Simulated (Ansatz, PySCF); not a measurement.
F3Se, doublet, at a GFN2-xTB geometry (the spin is typed, not shown lowest), with bond 3-1 at 1.4 times its length. Base run: CASSCF(5,5)/STO-3G (PySCF).

Here is a job for PySCF.
```python
from pyscf import gto, scf, mcscf
import numpy

mol = gto.Mole()
mol.atom = '''
    Se   -0.277611    0.187831    0.092762
    F    -0.982345   -1.550782    0.174862
    F     1.220666    2.035718   -1.026064
    F     1.238511   -0.666552    0.181104
'''
mol.basis = 'sto-3g'
mol.charge = 0
mol.spin = 1
mol.verbose = 4
mol.build()

mf = scf.ROHF(mol)
mf.kernel()
mc = mcscf.CASSCF(mf, 5, 5)
mc.fix_spin_(ss=0.75)
mc.kernel()
occ = numpy.linalg.eigvalsh(mc.fcisolver.make_rdm1(mc.ci, mc.ncas, mc.nelecas))[::-1]
ss = mc.fcisolver.spin_square(mc.ci, mc.ncas, mc.nelecas)[0]
print('natural occupations', occ.round(4), ' <S^2>', round(ss, 4))
```

Programs used: Ansatz (a first-principles code), PySCF; a row that names a program was run with it.

Each row names what was changed in the base input (with any setting that the change needs).

```csv
change,ΔE vs base (kcal/mol),natural occupations,<S^2> of the state
base,0.000,1.93 1.89 1.00 0.11 0.07,0.75
"active space = 5 electrons, 4 orbitals",20.85,2.00 1.89 1.00 0.11,0.75
orbitals = fixed (CASCI); correction = SC-NEVPT2,7.64,2.00 1.95 1.00 0.05 0.00,0.75
conv_tol = 1e-5,0.001,1.93 1.89 1.00 0.11 0.07,0.75
solver = newton,0.000,1.93 1.89 1.00 0.11 0.07,0.75
correction = SC-NEVPT2,-5.61,1.93 1.89 1.00 0.11 0.07,0.75
orbitals = fixed (CASCI),36.65,2.00 1.95 1.00 0.05 0.00,0.75
code = ansatz,0.004,-,-
state_average = 2 states,21.17,-,-
"active space = 9 electrons, 7 orbitals",-5.60,1.99 1.99 1.93 1.89 1.00 0.12 0.07,0.75
"code = ansatz; correction = SC-NEVPT2, all electrons",-5.61,-,-
```

Active orbitals are taken around the Fermi level unless the row says otherwise; CASSCF can end in different local minima, and two programs can end on different orbitals. State-averaged rows give the lowest state.

Open shells are given as the SCF converged; they aren't shown to be the lowest states, and a large step between rows can be another state.
